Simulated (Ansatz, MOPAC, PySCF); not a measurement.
Molecule: C₃H₄O (charge 0, singlet). SMILES: O=C1CC1
Geometry from a B3LYP-D3(BJ)/def2-TZVP (Ansatz, a program for electronic structure) optimisation:
```
C
H 1 1.0839
H 1 1.0839 2 114.69
C 1 1.4653 2 118.84 3 149.21
O 4 1.1941 1 147.60 2 -73.96
C 4 1.4653 5 147.60 1 180.00
H 6 1.0839 4 118.84 5 -73.96
H 6 1.0839 7 114.69 4 -149.21
```
Charge 0, spin multiplicity 1.

Quantity: vertical ionisation energy to the doublet, in eV. Set-up: non-relativistic; each state is the SCF solution reached for its charge and spin; 6-31G* and kin with 6d, 5d where marked; spin-orbit terms left out; frozen cores in correlated levels; UHF or UKS for open shells; PM7 with its own dispersion and hydrogen-bond terms; 6-311+G** with 5d; dispersion terms only where a functional's name holds one. Basis-set limits of correlation are two-point, X^-3; Hartree-Fock from the larger set. [CCSD(T)-MP2]/basis is that difference in the basis named. First-principles rows: single points at B3LYP-D3(BJ) geometries (Ansatz). Semi-empirical rows: differences of heats of formation at the shared geometry for vertical values.

Coupled cluster (Ansatz) is a level with limits of its own, used here on species with T1 under 0.025 (0.045 for open shells) and stable references: RI-MP2/CBS(aug-cc-pVTZ,aug-cc-pVQZ)+[CCSD(T)-MP2]/aug-cc-pVTZ.

Value to compare with, RI-MP2/CBS(aug-cc-pVTZ,aug-cc-pVQZ)+[CCSD(T)-MP2]/aug-cc-pVTZ (Ansatz): 9.68 eV.

| level | program | vertical ionisation energy to the doublet (eV) | difference |
|---|---|---|---|
| AM1 | MOPAC | 9.78 | 0.10 |
| PM3 | MOPAC | 9.92 | 0.24 |
| PM7 | MOPAC | 9.73 | 0.05 |
| MNDO | MOPAC | 9.75 | 0.07 |
| HF/6-31G* | Ansatz | 8.42 | -1.26 |
| HF/6-311+G** | Ansatz | 8.50 | -1.18 |
| PBE/6-311+G** | Ansatz | 9.30 | -0.38 |
| B3LYP/STO-3G | Ansatz | 7.68 | -2.00 |
| B3LYP/3-21G | Ansatz | 9.29 | -0.39 |
| B3LYP/6-31G* | Ansatz | 9.27 | -0.41 |
| M06-2X/6-31G* (5d) | PySCF | 9.46 | -0.22 |
| MP2/6-31G* | Ansatz | 9.59 | -0.09 |
| MP2/6-311+G** | Ansatz | 9.87 | 0.19 |
| PBE/def2-TZVPD | Ansatz | 9.28 | -0.40 |
| PBE0/def2-TZVPD | Ansatz | 9.43 | -0.25 |
| wB97M-V/def2-TZVPD | Ansatz | 9.52 | -0.16 |

Among the 13 habitual levels, B3LYP/STO-3G lies farthest from RI-MP2/CBS(aug-cc-pVTZ,aug-cc-pVQZ)+[CCSD(T)-MP2]/aug-cc-pVTZ (Ansatz) (-2.00 eV); 5 of 13 lie above it, and their mean absolute difference is 0.51 eV, the median 0.24. One case shows no general order.

The levels are drawn from those run, B3LYP/6-31G* more often than the rest, none by its result; runs whose electronic state is in doubt are left out.
